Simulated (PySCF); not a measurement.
Molecule: SMILES s1c(ccc1)[SiH2]Cc1sccc1 (C₉H₁₀S₂Si). Atoms near the plane z = 0.0 Å, at the GFN2-xTB optimised geometry (x, y, z in Å): C1 (-0.2, -1.7, 0.0), C2 (1.1, -1.7, 0.0), S3 (1.8, -0.1, 0.0), C4 (0.2, 0.6, 0.0), C5 (0.0, 2.1, -0.1), C12 (-0.8, -0.4, 0.0), H13 (-0.8, -2.6, 0.0), H14 (1.8, -2.5, 0.0), H15 (-1.0, 2.3, 0.3), H16 (0.7, 2.6, 0.5), H22 (-1.8, -0.2, 0.0).

Method: PySCF with PBE0/def2-SVP. Cells within 0.4 Å of a nucleus heavier than hydrogen are left out (blank, or x). The values are rescaled to run from 0 to 1.

```
|0000000000000000000000000000000|
|0000000000000000000000000000000|
|0000000000001111111000000000000|
|0000000000012223322110000000000|
|0000000001223344444321000000000|
|0000000012345555665432000000000|
|0000000013466777776542100000000|
|0000000024578888887643100000000|
|000000012468999x987643100000000|
|00000001246789xxx87543221000000|
|0000000123567899987544432100000|
|0000000123456789987655544210000|
|0000001234456789987777665420000|
|000000234566789xx98888876431000|
|000001346778899xx99999886532000|
|0000013568999x998899xx986542000|
|000001357899xx987789xx986532000|
|000001346788xx98778998876431000|
|0000002356788998888998765421000|
|00000012345789x999x987654310000|
|00000001235689xx99xx98653200000|
|00000000235789xx99xx98753200000|
|0000000023578998888999753100000|
|0000000013578987667898753100000|
|0000000013467776556677643100000|
|0000000002355554334555432000000|
|0000000001234433222333320000000|
|0000000000112221101111100000000|
|0000000000000000000000000000000|
|0000000000000000000000000000000|
|0000000000000000000000000000000|
```
Scale: ten equal steps from 0.000 (start of '0') to 1.00 (end of '9'), in the order '0123456789'; x runs from -5.00 to 5.00, y from -5.00 (bottom) to 5.00 (top).

Question: Which quantity is mapped?
A) log10 of the electron density
B) an orbital amplitude
C) electrostatic potential
D) deformation density (molecule minus spherical neutral atoms)

Answer: A, log10 of the electron density. In full: log10 of the electron density (e/bohr³), floored at −4.
